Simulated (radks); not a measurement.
Spherical quantum dot in the effective-mass picture: electrons in a well V = -V0 / (1 + exp((r - R)/a)) with V0 = 8.14, R = 5.2, a = 0.46, all in effective atomic units (hartree* = m*/eps^2 hartree, bohr* = eps/m* bohr), one dielectric constant everywhere. Calculated with a radial shooting solver with Libxc functionals: non-relativistic Kohn-Sham, PBEsol, spin-polarised, spherical densities. Levels are named by radial order and angular momentum (1s, 1p, 1d, 2s, ...), and open shells are averaged over m.

N = 5, configuration 1s2 1p(up 3, down 0). This is the lowest configuration that the search found. Occupied and some empty levels:

level,occupation,eigenvalue (hartree*),<r> (bohr*)
1s up,1,-6.5335,2.667
1s down,1,-6.4618,2.609
1p up,3,-6.3545,2.960
1p down,0,-6.2736,2.944
1d up,0,-6.0949,3.180
1d down,0,-6.0108,3.179
2s up,0,-5.8305,2.390
2s down,0,-5.7891,2.393
1f up,0,-5.7709,3.358
1f down,0,-5.6865,3.365

Energy (hartree*): total -35.6549, kinetic 1.5354, external -39.918, Hartree 3.9707, exchange-correlation -1.2429.
